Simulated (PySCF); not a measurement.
Isomers of H4O2Si2. Isolated molecules, 0 K electronic values unless said otherwise. One relaxed conformer stands for each flexible species; it need not be the lowest. Strings in code marks are SMILES.

The vertical ionisation energy (Delta-SCF) from two functionals at the same geometries (r2SCAN-D4/def2-TZVP), both in PySCF: PBE-D3(BJ)/def2-TZVP and r2SCAN-D4/def2-TZVP. Delta-SCF ions had no search for a lower state. 

```csv
species,PBE-D3(BJ)/def2-TZVP (eV),r2SCAN-D4/def2-TZVP (eV)
`O=[Si](O)[SiH3]` (Si–Si–O–H torsion 0°),9.94,9.98
"`O=[SiH][SiH2]O` (O–Si–Si–O torsion 180°, Si–Si–O–H torsion 180°)",9.49,9.58
"`O/[SiH]=[SiH]/O` (H–O–Si–Si torsion -58°, Si–Si–O–H torsion 58°)",7.56,7.55
"`O/[SiH]=[SiH]\O` (H–O–Si–Si torsion 52°, Si–Si–O–H torsion -118°)",7.62,7.61
```

Over these rows, drawn at random from the members with no instability flagged (it was tested for open shells, ions and some series alone), PBE minus r2SCAN-D4: mean -0.03 eV, from -0.09 eV to +0.01 eV.
